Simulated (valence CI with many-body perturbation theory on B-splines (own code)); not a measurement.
E1 line list for Pb49+

Calculated by valence CI with perturbative core correlation (CI+MBPT): five valence electrons over a frozen Dirac-Fock core [Ar] 3d10, radial functions for each j: 11 s, 11 p, 10 d, 8 f, 5 g, 2 h, with the one-electron correlation potential Σ1 (screened to all orders), the two-electron term Σ2, the three-electron term Σ3, Breit, model QED; selected single and double excitations, second order for the rest, scaled by the run's own slope (own B-spline code, finite nucleus).

The last digits are not significant, and no measured levels were compared; by estimate large intervals hold to a few tenths of a per cent, small ones and those within an open d or f shell to about a per cent. Among the levels kept, up to 2200 cm⁻¹ of a level comes from second order outside the variational space, and about a tenth of that is noise between levels of different J, which matters for small intervals.

Lines 151 to 200 of 567 in falling wavelength, among levels below 744.17 eV, chosen from the strongest by gf and those to the six lowest levels. Wavelengths and rates use the calculated energies. Electric multipoles are in the length gauge with retardation, E1 and E2 with the static RPA response of the core. Weak lines are less certain than strong ones. Lines between different terms over intervals too small for the method are left out, as are lines whose strength nearly cancels. Where a level lies close to another of its J and parity, the split of strength between their lines is uncertain. The highest levels of a list are the least certain.

Levels are named by their leading jj configuration (3d3/2^4 stands for four electrons in 3d with j = 3/2), which in mixed levels can hold well under half, so a name can repeat and another be missing. Letters in brackets count levels of one name in rising energy.

```tsv
λ vac (Å)	Upper	Lower	A (s⁻¹)	log gf	Branch %
55.61	(4s^2 4p1/2 4p3/2 4d5/2) J=3/2 [a]	(4s^2 4p1/2 4p3/2^2) J=3/2	1.93e+11	-0.45	88.4
55.58	(4s 4p1/2^2 4d5/2^2) J=5/2	(4s 4p1/2^2 4p3/2 4d5/2) J=7/2 [a]	3.91e+10	-0.96	4.3
55.50	(4s 4p1/2^2 4d5/2^2) J=5/2	(4s 4p1/2^2 4p3/2 4d5/2) J=3/2 [a]	1.50e+11	-0.38	16.5
55.49	(4s^2 4p1/2 4d3/2 4d5/2) J=5/2 [b]	(4s^2 4p1/2 4p3/2 4d3/2) J=5/2 [b]	4.24e+10	-0.93	1.7
55.44	(4s 4p1/2^2 4d3/2 4d5/2) J=9/2	(4s 4p1/2^2 4p3/2 4d3/2) J=7/2	1.07e+11	-0.31	53.8
55.42	(4s^2 4p1/2 4d5/2^2) J=1/2	(4s^2 4p1/2 4p3/2 4d5/2) J=1/2	1.69e+11	-0.81	24.2
55.42	(4s^2 4p1/2 4d5/2^2) J=5/2	(4s^2 4p1/2 4p3/2 4d5/2) J=7/2 [b]	9.88e+10	-0.56	13.2
55.40	(4s 4p1/2^2 4p3/2 4d5/2) J=5/2 [a]	(4s 4p1/2^2 4p3/2^2) J=5/2	2.40e+11	-0.18	50.8
55.40	(4s 4p1/2^2 4p3/2 4f7/2) J=11/2	(4s 4p1/2^2 4p3/2 4d5/2) J=9/2	2.79e+11	0.19	88.5
55.40	(4s^2 4p1/2 4d5/2^2) J=9/2	(4s^2 4p1/2 4p3/2 4d5/2) J=7/2 [b]	6.04e+11	0.44	62.9
55.31	(4s^2 4p1/2 4p3/2 4f7/2) J=9/2 [a]	(4s^2 4p1/2 4p3/2 4d5/2) J=7/2 [a]	2.53e+11	0.06	66.9
55.30	(4s^2 4p1/2 4p3/2 4f7/2) J=3/2	(4s^2 4p1/2 4p3/2 4d5/2) J=5/2 [a]	6.56e+10	-0.92	13.5
55.29	(4s^2 4p1/2 4d3/2 4d5/2) J=7/2	(4s^2 4p1/2 4p3/2 4d3/2) J=5/2 [a]	1.63e+11	-0.22	61.1
55.27	(4s 4p1/2^2 4p3/2 4f7/2) J=9/2 [b]	(4s 4p1/2^2 4p3/2 4d5/2) J=7/2 [a]	3.38e+11	0.19	36.2
55.26	(4s 4p1/2^2 4p3/2 4f5/2) J=7/2 [b]	(4s 4p1/2^2 4p3/2 4d5/2) J=5/2 [a]	3.37e+10	-0.91	3.2
55.26	(4s^2 4p1/2 4p3/2 4f7/2) J=5/2 [b]	(4s^2 4p1/2 4p3/2 4d5/2) J=5/2 [a]	3.22e+11	-0.05	68.4
55.24	(4s 4p1/2^2 4d3/2 4d5/2) J=7/2 [a]	(4s 4p1/2^2 4p3/2 4d3/2) J=5/2 [a]	1.76e+11	-0.19	59.4
55.20	(4s 4p1/2 4p3/2^2 4d3/2) J=7/2 [a]	(4s^2 4p1/2 4p3/2 4d5/2) J=5/2 [b]	3.58e+11	0.12	27.8
55.13	(4s 4p1/2^2 4d5/2^2) J=9/2	(4s 4p1/2^2 4p3/2 4d5/2) J=9/2	1.44e+11	-0.18	28.5
55.13	(4s^2 4p1/2 4d5/2^2) J=3/2	(4s^2 4p1/2 4p3/2 4d5/2) J=5/2 [b]	6.65e+10	-0.92	7.8
55.03	(4s^2 4p1/2^2 4d5/2) J=5/2	(4s^2 4p1/2^2 4p3/2) J=3/2	3.33e+11	-0.04	100.0
55.01	(4s^2 4p1/2 4d5/2^2) J=1/2	(4s^2 4p1/2 4p3/2 4d5/2) J=3/2 [b]	4.58e+11	-0.38	65.8
55.01	(4s^2 4p1/2 4d3/2 4d5/2) J=5/2 [a]	(4s^2 4p1/2 4p3/2 4d3/2) J=3/2 [a]	1.35e+11	-0.44	32.8
54.97	(4s^2 4p1/2 4d3/2 4d5/2) J=3/2 [b]	(4s^2 4p1/2 4p3/2 4d3/2) J=1/2 [b]	1.88e+11	-0.47	5.6
54.97	(4s^2 4p1/2 4p3/2 4d5/2) J=5/2 [a]	(4s^2 4p1/2 4p3/2^2) J=3/2	5.39e+10	-0.83	22.8
54.83	(4s^2 4p1/2 4d3/2 4d5/2) J=5/2 [a]	(4s^2 4p1/2 4p3/2 4d3/2) J=5/2 [a]	1.80e+11	-0.31	43.8
54.82	(4s 4p1/2^2 4d3/2 4d5/2) J=5/2 [a]	(4s 4p1/2^2 4p3/2 4d3/2) J=3/2 [a]	1.85e+11	-0.30	53.9
54.80	(4s 4p1/2^2 4p3/2 4d5/2) J=1/2	(4s 4p1/2^2 4p3/2^2) J=1/2	4.52e+11	-0.39	82.9
54.76	(4s^2 4p1/2 4p3/2 4f7/2) J=7/2 [b]	(4s^2 4p1/2 4p3/2 4d5/2) J=7/2 [a]	7.03e+10	-0.60	13.3
54.72	(4s 4p1/2 4p3/2^2 4d3/2) J=7/2 [b]	(4s^2 4p1/2 4p3/2 4d5/2) J=5/2 [b]	3.53e+11	0.10	48.5
54.71	(4s 4p1/2 4p3/2^2 4d5/2) J=3/2 [b]	(4s 4p1/2 4p3/2^3) J=5/2	1.39e+11	-0.60	8.9
54.70	(4s^2 4p1/2 4d3/2 4d5/2) J=3/2 [b]	(4s^2 4p1/2 4p3/2 4d3/2) J=3/2 [b]	1.13e+11	-0.69	3.3
54.67	(4s^2 4p1/2 4p3/2 4f7/2) J=3/2	(4s^2 4p1/2 4p3/2 4d5/2) J=3/2 [a]	3.74e+11	-0.17	77.0
54.64	(4s 4p1/2^2 4d3/2 4d5/2) J=5/2 [a]	(4s 4p1/2^2 4p3/2 4d3/2) J=5/2 [a]	7.41e+10	-0.70	21.6
54.55	(4s^2 4p1/2 4p3/2 4f7/2) J=9/2 [b]	(4s^2 4p1/2 4p3/2 4d5/2) J=7/2 [a]	6.33e+10	-0.55	16.8
54.51	(4s 4p1/2 4p3/2^2 4d5/2) J=3/2 [a]	(4s 4p1/2 4p3/2^3) J=3/2 [a]	1.59e+11	-0.55	12.9
54.33	(4s^2 4p1/2 4p3/2 4d5/2) J=3/2 [b]	(4s^2 4p1/2 4p3/2^2) J=1/2	3.96e+11	-0.15	75.5
54.32	(4s^2 4p1/2 4d3/2 4d5/2) J=3/2 [a]	(4s^2 4p1/2 4p3/2 4d3/2) J=1/2 [a]	1.13e+11	-0.70	22.8
54.29	(4s^2 4p1/2 4d3/2 4d5/2) J=3/2 [a]	(4s^2 4p1/2 4p3/2 4d3/2) J=3/2 [a]	2.50e+11	-0.36	50.3
54.23	(4s 4p1/2 4p3/2^2 4d5/2) J=1/2 [c]	(4s 4p1/2 4p3/2^3) J=3/2 [b]	2.77e+11	-0.61	13.1
54.23	(4s 4p1/2^2 4p3/2 4f7/2) J=7/2 [b]	(4s 4p1/2^2 4p3/2 4d5/2) J=5/2 [a]	8.06e+10	-0.55	10.4
54.22	(4s 4p1/2 4p3/2^2 4d5/2) J=3/2 [d]	(4s 4p1/2 4p3/2^3) J=3/2 [b]	4.12e+11	-0.14	16.9
54.17	(4s 4p1/2^2 4d3/2 4d5/2) J=3/2 [a]	(4s 4p1/2^2 4p3/2 4d3/2) J=1/2 [a]	2.44e+11	-0.37	55.0
54.13	(4s 4p1/2^2 4d3/2 4d5/2) J=3/2 [a]	(4s 4p1/2^2 4p3/2 4d3/2) J=3/2 [a]	1.20e+11	-0.68	27.0
54.06	(4s 4p1/2^2 4p3/2 4d5/2) J=3/2 [b]	(4s 4p1/2^2 4p3/2^2) J=1/2	3.42e+11	-0.22	29.6
54.05	(4s^2 4p1/2 4d3/2 4d5/2) J=1/2	(4s^2 4p1/2 4p3/2 4d3/2) J=1/2 [a]	3.50e+11	-0.51	73.3
54.01	(4s^2 4p1/2 4p3/2 4f7/2) J=7/2 [a]	(4s^2 4p1/2 4p3/2 4d3/2) J=5/2 [b]	5.72e+10	-0.70	21.1
53.96	(4s 4p1/2 4p3/2^2 4d5/2) J=5/2 [c]	(4s 4p1/2 4p3/2^3) J=5/2	2.34e+11	-0.21	14.3
53.95	(4s 4p1/2^2 4p3/2 4d5/2) J=5/2 [b]	(4s 4p1/2^2 4p3/2^2) J=3/2	5.14e+11	0.13	40.1
53.95	(4s 4p1/2 4p3/2^2 4d5/2) J=1/2 [c]	(4s 4p1/2 4p3/2^3) J=1/2	3.98e+11	-0.46	18.8
```

Q: How does gf follow from A for the line at 54.13 Å?

A: gf = 1.4992 × (2J+1)_upper × A / σ², with σ = 1847551 cm⁻¹ and 2J+1 = 4: gf = 0.211.
